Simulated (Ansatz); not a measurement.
`FC[SiH](S)Cl` + H₂ → `FC[SiH2]S` + HCl  (hydrogenolysis of the Si–Cl bond)

Program: Ansatz. Geometries: PBE0-D4/def2-TZVP. ΔE: electronic, gas phase. CBS: MP2 limit from def2 TZ/QZ plus the TZ coupled-cluster correction, frozen cores. This one scheme is used for every species. DFT in def2-TZVPP. B3LYP here is the variant with VWN-RPA as its local correlation; programs differ in this. Each species was taken in one conformer, which may not be the lowest.

| level | ΔE (kcal/mol) | difference from CCSD(T)/CBS |
| --- | --- | --- |
| B3LYP-D4 | 18.8 | -0.1 |
| ωB97M-V | 19.1 | 0.2 |
| B2PLYP | 17.8 | -1.1 |
| PBE | 17.8 | -1.1 |
| r2SCAN | 19.8 | 0.9 |
| PBE0 | 17.5 | -1.4 |
| CCSD/def2-TZVPP | 16.5 | -2.4 |
| CCSD(T)/def2-TZVPP | 17.4 | -1.5 |
| MP2/def2-QZVPP | 20.9 | 2.0 |
| MP2/CBS(def2) | 21.5 | 2.6 |
| CCSD(T)/CBS | 18.9 | 0 |

Largest T1 diagnostic among the species: 0.011.

In def2-TZVPP, CCSD(T) changes the Hartree–Fock value by +2.6 kcal/mol (the triples alone add +1.0 kcal/mol) and MP2 by +5.2 kcal/mol. The D4 term adds +2.2 kcal/mol with B3LYP and +1.2 kcal/mol with PBE0; it sums over pairs of atoms, weighted by their polarisabilities, and B3LYP, whose exchange is more repulsive, gets the larger term.
